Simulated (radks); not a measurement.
Values are calculated unless marked as measured or tabulated.
Ionisation of the manganese ion Mn3+, [Ar] 3d4, to [Ar] 3d3 as the strength of local exchange is varied. Code: a radial shooting solver on a logarithmic mesh with Libxc functionals. Model: scalar-relativistic Kohn-Sham, Slater X-alpha exchange (alpha = 2/3 is LDA exchange), no correlation, spin-polarised, spherical densities, finite nucleus; open shells are filled with parallel spins first; Fermi nuclear charge, rms radius 3.7057 fm.

alpha  E(Mn3+) (hartree)  exchange (hartree)  IE (eV)  -e of the level emptied (eV)  <r> of it (bohr)
0.55         -1144.05785           -38.48728   47.778                   38.592 (3d)             1.071
0.629        -1149.60180           -44.21366   50.010                   40.657 (3d)             1.049
0.667        -1152.27738           -46.98568   51.105                   41.674 (3d)             1.039
0.688        -1153.75846           -48.52247   51.717                   42.243 (3d)             1.034
0.731        -1156.79662           -51.68006   52.983                   43.423 (3d)             1.023
0.772        -1159.70032           -54.70432   54.207                   44.567 (3d)             1.013
0.797        -1161.47414           -56.55485   54.962                   45.274 (3d)             1.007
0.948        -1172.24070           -67.83611   59.649                   49.682 (3d)            0.9724

NIST Atomic Spectra Database: 51.2 +/- 0.12 eV (semi-empirical). The Delta-SCF value meets it near alpha = 0.67. Open shells are spherical and high-spin; term and fine-structure splittings are not resolved.
